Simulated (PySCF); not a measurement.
Atomic charges by several schemes

Species: C5H18Si4.
Cartesian coordinates in Å at the PBE0-D3(BJ)/def2-SVP level; atoms count from 1:
```
atom  x, y, z in Å
Si1    2.355   -2.535    1.107
Si2    2.376   -0.312    1.855
Si3    2.901    1.062    0.029
Si4    0.286    0.383    2.667
C5    -0.911    0.571    1.218
C6    -1.057   -0.708    0.362
C7    -2.516   -0.707   -0.155
C8    -3.123    0.619    0.315
C9    -2.352    0.938    1.594
H10    3.754   -3.024    0.905
H11    1.631   -2.629   -0.199
H12    1.673   -3.430    2.093
H13    3.435   -0.171    2.908
H14    4.215    0.702   -0.587
H15    2.940    2.502    0.437
H16    1.835    0.900   -1.010
H17   -0.255   -0.630    3.631
H18    0.463    1.682    3.392
H19   -0.517    1.380    0.575
H20   -0.868   -1.617    0.959
H21   -0.319   -0.721   -0.454
H22   -2.575   -0.832   -1.246
H23   -3.071   -1.549    0.287
H24   -2.935    1.412   -0.428
H25   -4.212    0.564    0.463
H26   -2.457    1.984    1.924
H27   -2.712    0.297    2.419
```

Density: PBE0/pcSseg-1 (PySCF); schemes: Mulliken, IAO, Hirshfeld and ESP-fitted. Geometry: PBE0-D3(BJ)/def2-SVP, one conformer, isolated molecule.

**Question.** Atoms with like bonding are taken together and averaged. Which atoms carry the highest charge in the Mulliken, IAO, Hirshfeld and ESP-fitted schemes?

**Answer.** The schemes don't all agree: Mulliken Si4 (+0.414); IAO Si4 (+0.470); Hirshfeld Si4 (+0.237); ESP-fitted C5 (+0.180).

**Question.** Do the Mulliken, IAO, Hirshfeld and ESP-fitted schemes agree on where the charge is lowest?

**Answer.** The schemes don't all agree: Mulliken C5 (-0.589); IAO C5 (-0.369); Hirshfeld C5 (-0.109); ESP-fitted C7/C8 (-0.114).

**Question.** For which atoms does the sign change between the 4 schemes (beyond +0.03 e in one, beyond −0.03 e in another)?

**Answer.** Si2 and C5. Atomic charges aren't observables, and each scheme defines them in its own way.

**Question.** Tabulate the Mulliken, IAO, Hirshfeld and ESP-fitted charges.

**Answer.** In e; atoms taken as equivalent share a row and are averaged (×n: the atom named and its like, n in all):

```
    atom                  environment  Mulliken     IAO  Hirshfeld  ESP-fitted
 Si1/Si3                 SiH3 silicon    +0.232  +0.287     +0.205      +0.149
     Si2                  SiH silicon    -0.281  -0.013     +0.076      +0.052
     Si4                 SiH2 silicon    +0.414  +0.470     +0.237      +0.086
      C5  sp3 carbon bound to silicon    -0.589  -0.369     -0.109      +0.180
   C6/C9              ring CH2 carbon    -0.197  -0.251     -0.068      -0.086
   C7/C8              ring CH2 carbon    -0.213  -0.257     -0.067      -0.114
H10 (×6)                Si–H hydrogen    -0.054  -0.093     -0.072      -0.060
     H13                Si–H hydrogen    +0.023  -0.064     -0.072      -0.046
 H17/H18                Si–H hydrogen    -0.041  -0.102     -0.078      -0.070
     H19             methine hydrogen    +0.160  +0.133     +0.033      -0.002
 H20/H27           methylene hydrogen    +0.134  +0.122     +0.032      +0.036
 H21/H26           methylene hydrogen    +0.139  +0.135     +0.036      +0.033
 H22/H24           methylene hydrogen    +0.120  +0.132     +0.037      +0.042
 H23/H25           methylene hydrogen    +0.122  +0.133     +0.038      +0.053
```

Mean size of the charges over all atoms: IAO 0.164 e, Mulliken 0.155 e, ESP-fitted 0.081 e, Hirshfeld 0.077 e. Each set sums to the total charge, 0, to within 0.001 e. The Mulliken scheme counts on each atom the diagonal of the density matrix times the overlap matrix over that atom's basis functions.

Some averages cover members that differ in this geometry: C7/C8, ESP-fitted -0.302 to +0.073; C6/C9, ESP-fitted -0.237 to +0.066; H20/H27, ESP-fitted -0.002 to +0.073; H23/H25, ESP-fitted +0.017 to +0.090 e.

**Question.** How closely do the schemes follow one another over all atoms?

**Answer.** Correlation coefficient and root-mean-square difference: Mulliken with IAO 0.92, 0.079 e; IAO with Hirshfeld 0.90, 0.117 e; Mulliken with Hirshfeld 0.72, 0.145 e; Hirshfeld with ESP-fitted 0.54, 0.096 e; IAO with ESP-fitted 0.46, 0.172 e; Mulliken with ESP-fitted 0.22, 0.203 e.

**Question.** How many electrons does the Hirshfeld scheme count on C8?

**Answer.** Its own charge is -0.068 e, so Z − q = 6.068.
